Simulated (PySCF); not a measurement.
Ga(OH)2(OtBu), C4H11GaO3, SMILES [OH][Ga]([OH])[O]C(C)(C)C (GFN2-xTB optimised geometry):

```
19

Ga     0.810    -0.779     0.000
O     -0.114    -2.280    -0.002
H      0.326    -3.127     0.002
O      2.553    -0.779     0.000
H      3.048    -1.597    -0.023
O      0.127     0.823     0.000
C     -1.247     1.177     0.057
C     -1.856     0.697     1.373
C     -1.273     2.707    -0.022
C     -2.000     0.566    -1.124
H     -2.903     0.981     1.443
H     -1.310     1.128     2.210
H     -1.773    -0.390     1.422
H     -0.711     3.127     0.807
H     -2.298     3.066     0.018
H     -0.813     3.034    -0.951
H     -1.923    -0.521    -1.065
H     -1.552     0.900    -2.058
H     -3.048     0.853    -1.106
```

Level of theory: PBE0/def2-SVP in PySCF.

What are the frontier orbital energies and the dipole moment?

HOMO-2 -8.58 eV, HOMO-1 -8.06 eV, HOMO -7.70 eV, LUMO -0.36 eV, LUMO+1 0.73 eV; dipole moment 2.37 D.

Meta-Löwdin charges at PBE0/def2-SVP: Ga1 0.98, O2 -0.68, H3 0.32, O4 -0.66, H5 0.32, O6 -0.56, C7 0.28, C8 -0.31, C9 -0.30, C10 -0.31, H11 0.10, H12 0.10, H13 0.10, H14 0.10, H15 0.09, H16 0.10, H17 0.11, H18 0.10, H19 0.10.
